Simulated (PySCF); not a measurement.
## Structure and specific rotation at 589.3 nm (origin-invariant length gauge)

Method: PySCF, TDDFT B3LYP/def2-SVPD circular dichroism and optical rotation, one conformer, gas phase. Geometry: GFN2-xTB.

Each molecule in one low-energy conformer. The parent is C[C@@H]1O[S@@](=O)O[C@@H]1F.

Question: Order by specific rotation at 589.3 nm (origin-invariant length gauge), lowest first.
A. C[C@H]1O[S@@](=O)O[C@@H]1F
B. C[C@@H]1O[S@@](=O)O[C@@H]1F
C. C[C@H]1O[S@](=O)O[C@@H]1F
D. C[C@@H]1O[S@](=O)O[C@@H]1F

Answer: D (-74), C (96), B (106), A (192).

All values:
```
                   molecule        change  [α]589 (deg dm⁻¹ (g/mL)⁻¹)  S1 (eV)  R(S1), velocity form (10⁻⁴⁰ esu² cm²)
C[C@@H]1O[S@@](=O)O[C@@H]1F          base                      +106.3     5.83                                  +18.9
 C[C@@H]1O[S@](=O)O[C@@H]1F  diastereomer                       -74.4     5.82                                  -19.8
  C[C@H]1O[S@](=O)O[C@@H]1F  diastereomer                       +96.2     5.82                                   +0.9
 C[C@H]1O[S@@](=O)O[C@@H]1F  diastereomer                      +191.8     5.78                                  +29.6
```
